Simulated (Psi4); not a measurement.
CHCl₂ (SMILES Cl[CH]Cl), doublet, at a GFN2-xTB geometry, with bond 2-1 at 2.2 times its length; HF/6-31G* (Psi4).

The Psi4 input:
```
memory 2 GB

molecule mol {
0 2
C     0.142773   -0.008963    0.683594
Cl   -0.275218    3.214417   -1.141688
Cl   -0.053449   -1.451828   -0.182907
H     0.854782   -0.020714    1.491206
}

set {
  basis 6-31g*
  reference uhf
  stability_analysis check
  scf_type pk
}

energy('scf')
print_variables()
```

What the program printed (banner, timings and long lists left out):

```
   => Loading Basis Set <=

    Name: 6-31G*
    Role: ORBITAL
    Keyword: BASIS

         ---------------------------------------------------------
                                   SCF
               by Justin Turney, Rob Parrish, Andy Simmonett
                          and Daniel G. A. Smith
                              UHF Reference
         ---------------------------------------------------------

  ==> Geometry <==

    Molecular point group: c1
    Full point group: C1

    Geometry (in Angstrom), charge = 0, multiplicity = 2:

       Center              X                  Y                   Z               Mass
    ------------   -----------------  -----------------  -----------------  -----------------
         C            0.250293696596    -0.750501244416     1.125010969768    12.000000000000
         CL          -0.167697303404     2.472878755584    -0.700271030232    34.968852682000
         CL           0.054071696596    -2.193366244416     0.258509969768    34.968852682000
         H            0.962302696596    -0.762252244416     1.932622969768     1.007825032230

  Running in c1 symmetry.

  Rotational constants: A =      0.97870  B =      0.04076  C =      0.03917 [cm^-1]
  Rotational constants: A =  29340.74280  B =   1221.88783  C =   1174.17172 [MHz]
  Nuclear repulsion =   87.209157687821957

  Charge       = 0
  Multiplicity = 2
  Electrons    = 41
  Nalpha       = 21
  Nbeta        = 20

  ==> Algorithm <==

  SCF Algorithm Type is PK.
  DIIS enabled.
  MOM disabled.
  Fractional occupation disabled.
  Guess Type is SAD.
  Energy threshold   = 1.00e-06
  Density threshold  = 1.00e-06
  Integral threshold = 1.00e-12

  ==> Primary Basis <==

  Basis Set: 6-31G*
    Blend: 6-31G*
    Number of shells: 24
    Number of basis functions: 55
    Number of Cartesian functions: 55
    Spherical Harmonics?: false
    Max angular momentum: 2

  ==> Integral Setup <==

  Using in-core PK algorithm.
   Calculation information:
      Number of atoms:                   4
      Number of AO shells:              24
      Number of primitives:             73
      Number of atomic orbitals:        55
      Number of basis functions:        55

      Integral cutoff                 1.00e-12
      Number of threads:                 1

  Performing in-core PK
  Using 2373140 doubles for integral storage.
  We computed 32946 shell quartets total.
  Whereas there are 45150 unique shell quartets.

  ==> DiskJK: Disk-Based J/K Matrices <==

    J tasked:                  Yes
    K tasked:                  Yes
    wK tasked:                  No
    Schwarz Cutoff:          1E-12

  Minimum eigenvalue in the overlap matrix is 1.9229759292E-02.
  Reciprocal condition number of the overlap matrix is 3.8932919222E-03.
    Using symmetric orthogonalization.

  ==> Pre-Iterations <==

  SCF Guess: Superposition of Atomic Densities via on-the-fly atomic UHF (no occupation information).

   -------------------------
    Irrep   Nso     Nmo
   -------------------------
     A         55      55
   -------------------------
    Total      55      55
   -------------------------

  ==> Iterations <==

                        Total Energy        Delta E     RMS |[F,P]|

   @UHF iter SAD:  -956.37631154312328   -9.56376e+02   0.00000e+00
   @UHF iter   1:  -957.01604860642726   -6.39737e-01   7.33396e-03 DIIS/ADIIS
   @UHF iter   2:  -955.47562235031307    1.54043e+00   2.12159e-02 DIIS/ADIIS
   @UHF iter   3:  -957.11930726182891   -1.64368e+00   3.04335e-03 DIIS/ADIIS
   @UHF iter   4:  -957.14570509749899   -2.63978e-02   1.01076e-03 DIIS/ADIIS
   @UHF iter   5:  -957.15397310081721   -8.26800e-03   5.93096e-04 DIIS/ADIIS
   @UHF iter   6:  -957.15902918126415   -5.05608e-03   6.53998e-04 DIIS/ADIIS
   @UHF iter   7:  -957.15573665219779    3.29253e-03   5.76192e-04 DIIS/ADIIS
   @UHF iter   8:  -957.14920428417497    6.53237e-03   1.18705e-03 DIIS/ADIIS
   @UHF iter   9:  -957.14861389148143    5.90393e-04   1.22944e-03 DIIS/ADIIS
   @UHF iter  10:  -957.14860191286903    1.19786e-05   1.23014e-03 DIIS/ADIIS
   @UHF iter  11:  -957.15195221698025   -3.35030e-03   7.36521e-04 DIIS/ADIIS
   @UHF iter  12:  -957.15254070674678   -5.88490e-04   7.46566e-04 DIIS/ADIIS
   @UHF iter  13:  -957.15278417333332   -2.43467e-04   6.42132e-04 DIIS/ADIIS
   @UHF iter  14:  -957.15426266761710   -1.47849e-03   7.82002e-04 DIIS/ADIIS
   @UHF iter  15:  -957.15441575874740   -1.53091e-04   6.63183e-04 DIIS/ADIIS
   @UHF iter  16:  -957.15441699022449   -1.23148e-06   5.02114e-04 DIIS/ADIIS
   @UHF iter  17:  -957.15445158131081   -3.45911e-05   1.41643e-04 DIIS/ADIIS
   @UHF iter  18:  -957.15451558403913   -6.40027e-05   7.72109e-05 DIIS
   @UHF iter  19:  -957.15468256865461   -1.66985e-04   4.73183e-05 DIIS
   @UHF iter  20:  -957.15478197319169   -9.94045e-05   6.80559e-05 DIIS
   @UHF iter  21:  -957.15484623003181   -6.42568e-05   5.04096e-05 DIIS
   @UHF iter  22:  -957.15487859209986   -3.23621e-05   4.12482e-05 DIIS
   @UHF iter  23:  -957.15493164887823   -5.30568e-05   2.70215e-05 DIIS
   @UHF iter  24:  -957.15498262813310   -5.09793e-05   3.06894e-05 DIIS
   @UHF iter  25:  -957.15499847471801   -1.58466e-05   1.50385e-05 DIIS
   @UHF iter  26:  -957.15500197881931   -3.50410e-06   9.42265e-06 DIIS
   @UHF iter  27:  -957.15500314849407   -1.16967e-06   6.10757e-06 DIIS
   @UHF iter  28:  -957.15500328506732   -1.36573e-07   5.76066e-06 DIIS
   @UHF iter  29:  -957.15500328487985    1.87470e-10   4.47157e-06 DIIS
   @UHF iter  30:  -957.15500331731164   -3.24318e-08   3.92228e-06 DIIS
   @UHF iter  31:  -957.15500331510759    2.20405e-09   4.59893e-06 DIIS
   @UHF iter  32:  -957.15500336167111   -4.65635e-08   7.09873e-06 DIIS
   @UHF iter  33:  -957.15500322999469    1.31676e-07   4.04144e-06 DIIS
   @UHF iter  34:  -957.15500322145886    8.53584e-09   8.17495e-07 DIIS
  Energy and wave function converged.

    Negative totally symmetric eigenvalue detected: -0.161604
    Wavefunction unstable!
    Lowest UHF->UHF stability eigenvalues:
       A -0.161604

    Stability analysis over.

  ==> Post-Iterations <==

   @Spin Contamination Metric:   7.616906799E-02
   @S^2 Expected:                7.500000000E-01
   @S^2 Observed:                8.261690680E-01
   @S   Expected:                5.000000000E-01
   @S   Observed:                5.000000000E-01

    Orbital Energies [Eh]
    ---------------------

    Alpha Occupied:

       1A   -104.987625     2A   -104.703011     3A    -11.543376
       4A    -10.719649     5A    -10.430253     6A     -8.189683
       7A     -8.185149     8A     -8.184186     9A     -7.901205
      10A     -7.896867    11A     -7.895199    12A     -1.305137
      13A     -1.012834    14A     -0.920936    15A     -0.768534
      16A     -0.681520    17A     -0.618553    18A     -0.556982
      19A     -0.344186    20A     -0.337323    21A     -0.297944

    Alpha Virtual:

      22A     -0.132143    23A      0.092814    24A      0.176940
      25A      0.430530    26A      0.508714    27A      0.521401
      28A      0.530954    29A      0.559024    30A      0.623070
      31A      0.633607    32A      0.672103    33A      0.741221
      34A      0.742591    35A      0.808404    36A      0.912892
      37A      0.970368    38A      0.982835    39A      0.999993
      40A      1.023515    41A      1.097597    42A      1.243100
      43A      1.273364    44A      1.274381    45A      1.278252
      46A      1.286278    47A      1.286493    48A      1.734826
      49A      1.821734    50A      1.900934    51A      2.240178
      52A      2.358348    53A      4.166835    54A      4.589724
      55A      4.778273

    Beta Occupied:

       1A   -104.987233     2A   -104.702468     3A    -11.512334
       4A    -10.719234     5A    -10.429687     6A     -8.188818
       7A     -8.186264     8A     -8.181962     9A     -7.899746
      10A     -7.896530    11A     -7.894250    12A     -1.285693
      13A     -0.950097    14A     -0.916424    15A     -0.729682
      16A     -0.619309    17A     -0.603237    18A     -0.341972
      19A     -0.336333    20A     -0.295548

    Beta Virtual:

      21A     -0.092529    22A     -0.034578    23A      0.114838
      24A      0.203090    25A      0.434625    26A      0.517204
      27A      0.530263    28A      0.540504    29A      0.590737
      30A      0.636178    31A      0.684658    32A      0.701208
      33A      0.742614    34A      0.746122    35A      0.830239
      36A      0.945274    37A      0.976530    38A      0.993522
      39A      1.002775    40A      1.041544    41A      1.122646
      42A      1.255953    43A      1.275858    44A      1.277135
      45A      1.282650    46A      1.287864    47A      1.288879
      48A      1.812440    49A      1.911617    50A      1.947680
      51A      2.277312    52A      2.406903    53A      4.204362
      54A      4.595362    55A      4.779348

    Final Occupation by Irrep:
              A
    DOCC [    20 ]
    SOCC [     1 ]
    NA   [    21 ]
    NB   [    20 ]

  @UHF Final Energy:  -957.15500322145886

   => Energetics <=

    Nuclear Repulsion Energy =             87.2091576878219570
    One-Electron Energy =               -1494.5713810460551940
    Two-Electron Energy =                 450.2072201367743105
    Total Energy =                       -957.1550032214588555

  UHF NO Occupations:
  HONO-2 :   19  A 1.9963497
  HONO-1 :   20  A 1.9672224
  HONO-0 :   21  A 1.0000000
  LUNO+0 :   22  A 0.0327776
  LUNO+1 :   23  A 0.0036503
  LUNO+2 :   24  A 0.0013389
  LUNO+3 :   25  A 0.0004078

Computation Completed

Properties will be evaluated at   0.000000,   0.000000,   0.000000 [a0]

Properties computed using the SCF density matrix

 Multipole Moments:

 ------------------------------------------------------------------------------------
     Multipole            Electronic (a.u.)      Nuclear  (a.u.)        Total (a.u.)
 ------------------------------------------------------------------------------------

 L = 1.  Multiply by 2.5417464519 to convert [e a0] to [Debye]
 Dipole X            :         -0.2463519            1.0061461            0.7597942
 Dipole Y            :         -3.4130490           -0.9704632           -4.3835122
 Dipole Z            :          0.0070142            2.2161778            2.2231920
 Magnitude           :                                                    4.9734343

 ------------------------------------------------------------------------------------

  Variable Map:
  ----------------------------------------------------------------------------
  "CURRENT ENERGY"           =>    -957.155003221459
  "CURRENT REFERENCE ENERGY" =>    -957.155003221459
  "DD SOLVATION ENERGY"      =>       0.000000000000
  "HF KINETIC ENERGY"        =>     956.389205691903
  "HF POTENTIAL ENERGY"      =>   -1913.544208913362
  "HF TOTAL ENERGY"          =>    -957.155003221459
  "HF VIRIAL RATIO"          =>       2.000800717454
  "NUCLEAR REPULSION ENERGY" =>      87.209157687822
  "ONE-ELECTRON ENERGY"      =>   -1494.571381046055
  "PCM POLARIZATION ENERGY"  =>       0.000000000000
  "PE ENERGY"                =>       0.000000000000
  "SCF ITERATION ENERGY"     =>    -957.155003221459
  "SCF ITERATIONS"           =>      34.000000000000
  "SCF TOTAL ENERGY"         =>    -957.155003221459
  "TWO-ELECTRON ENERGY"      =>     450.207220136774

  Array Variable Map:
  ----------------------------------------------------------------------------
  "CURRENT DIPOLE"           =>       0.759794179729 ... 2.223191982065 1 by 3
  "SCF DIPOLE"               =>       0.759794179729 ... 2.223191982065 1 by 3
  "SCF STABILITY EIGENVALUES" =>      -0.161604459686 ... -0.161604459686 1 by 1
  "SCF TOTAL ENERGIES"       =>    -956.376311543123 ... -957.155003221459 1 by 35
```
